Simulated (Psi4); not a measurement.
Pair of molecules, SMILES [AlH3] with SMILES C#N (the first has 4 atoms); geometry from B3LYP-D3(BJ)/def2-TZVP, rigid monomers moved along the line of their centres of mass till Al1···N6 is 2.37 Å.
(charge 0, multiplicity 1):
| atom | x (Å) | y (Å) | z (Å) |
|---|---|---|---|
| Al | -0.1616 | 0.3641 | 0.2628 |
| H | 1.2536 | 0.8243 | -0.2996 |
| H | -1.2365 | 1.4889 | 0.5949 |
| H | -0.6908 | -1.0821 | -0.1362 |
| C | 0.8286 | -0.3567 | 3.5550 |
| N | 0.5068 | -0.1242 | 2.4862 |
| H | 1.1301 | -0.5741 | 4.5560 |

Calculation: SAPT0/jun-cc-pV(D+d)Z (Psi4).

**Question.** Give the four SAPT terms and the total, and say what mostly holds the pair together.

**Answer.** electrostatics -883.1, exchange 695.4, induction -438.9, dispersion -156.3, total -783.0 meV; the largest attraction is electrostatics.
